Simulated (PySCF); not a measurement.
# Calculated properties of SiEt4 (`C([Si](CC)(CC)CC)C`)

Species: SiEt4, C₈H₂₀Si.
Cartesian coordinates in Å at the PBE0-D3(BJ)/def2-SVP level; atoms count from 1:
```xyz
29
C8H20Si angstrom
Si    -0.0060    0.0048    0.0011
C      0.0336   -0.0190    1.8941
C      0.6174   -1.2901    2.5051
H     -0.9969    0.1405    2.2572
H      0.6025    0.8635    2.2367
H      0.6129   -1.2620    3.6067
H      0.0505   -2.1846    2.2013
H      1.6613   -1.4505    2.1910
C      1.7684   -0.0164   -0.6577
C      1.8950    0.0707   -2.1760
H      2.2588   -0.9332   -0.2850
H      2.3115    0.8196   -0.1815
H      2.9459    0.0639   -2.5065
H      1.3928   -0.7731   -2.6758
H      1.4381    0.9937   -2.5686
C     -0.8896    1.5736   -0.5863
C     -0.1807    2.8778   -0.2289
H     -1.9097    1.5661   -0.1626
H     -1.0269    1.4996   -1.6800
H     -0.7347    3.7619   -0.5833
H     -0.0569    2.9878    0.8602
H      0.8263    2.9262   -0.6737
C     -0.9320   -1.5155   -0.6436
C     -2.3472   -1.6893   -0.0989
H     -0.3206   -2.4069   -0.4152
H     -0.9546   -1.4520   -1.7461
H     -2.8357   -2.5948   -0.4930
H     -2.3526   -1.7705    1.0002
H     -2.9903   -0.8338   -0.3603
```

**PBE0-D3(BJ)/def2-SVP geometry optimisation, gas phase (PySCF)**

* Rotational constants A, B, C: 1.230, 0.912, 0.909 GHz

**wB97X-D/def2-SVPD ground state and vertical TDDFT (core frozen in the response) (PySCF)**

- Dipole moment: 0.00 D
- HOMO energy: -9.52 eV
- LUMO energy: 2.22 eV
- HOMO–LUMO gap: 11.74 eV
- Lowest singlet excitation: 7.78 eV (159 nm, f = 0.028 summed over 2 states within 0.01 eV)
- Lowest triplet excitation (Tamm–Dancoff): 7.65 eV
- Static isotropic polarisability: 122.4 au
- Electronic spatial extent ⟨r²⟩ about the centre of nuclear charge: 1842 bohr²

KT2/pcSseg-1 ground state and GIAO shieldings, non-relativistic (PySCF):

* 13C chemical shifts (computed TMS as zero) by class: 9.5 (C3/C10/C17/C24), 5.6 (C2/C9/C16/C23) ppm
* 1H chemical shifts (computed TMS as zero) by class: 0.96 (H6/H7/H8/H13/H14/H15/H20/H21/H22/H27/H28/H29), 0.58 (H4/H5/H11/H12/H18/H19/H25/H26) ppm
* Isotropic shieldings of nuclei other than C and H, by class: 356 (Si1) ppm

**delta-SCF UKS SCAN, pcX-2 on the ionised atom, pcseg-1 elsewhere, spin-free X2C; 2p3/2 from a spin–orbit splitting computed afterwards within the 2p shell (PySCF)**

- Core binding energies: Si2p3/2 105.3 (Si1), C1s 289.6 (C2/C9/C16/C23), C1s 290.4 (C3/C10/C17/C24), Si1s 1845.1 (Si1) eV

Monoisotopic mass from the formula: 144.1334 u.

The rotational constants are those of a nearly prolate symmetric top. The vertical singlet–triplet gap S1 − T1 is 0.13 eV (TDDFT singlet less Tamm–Dancoff triplet). No computed singlet falls in the visible range (750 to 380 nm, 1.65 to 3.26 eV); S1 lies 4.52 eV above its blue end. The principal polarisabilities are 119.2, 119.3 and 128.9 au; their mean is the isotropic value. The polarisability is 18.14 Å³ as a volume (1 au = 0.148185 Å³), or 1.49 au for each of the 82 electrons. With B = h/(8π²I), that is 505.379 GHz u Å² over I, the principal moments of inertia are 410.8, 554.0 and 555.9 u Å² (most abundant isotopes); the inertial defect Ic − Ia − Ib is -408.9 u Å² (zero for a rigid planar frame, negative otherwise). S1 lies 3.96 eV below the HOMO–LUMO gap. The 10 singlets span 7.78 to 8.69 eV, and their oscillator strengths add up to 0.14.

 NMR classes are plain means over equivalent atoms (diastereotopic ones count apart unless rotation or inversion swaps them), as if these changed places fast; in this geometry the members of some classes differ.

For the geometry optimisation (PBE0-D3(BJ)/def2-SVP), hardware: 2 threads of an AMD EPYC 9R45, no GPU, shared host with 96 logical CPUs at a one-minute load of 32. Cost: 72 s wall, 3.1 min CPU, 1.3 GiB resident at most.

One conformer stands for the species.
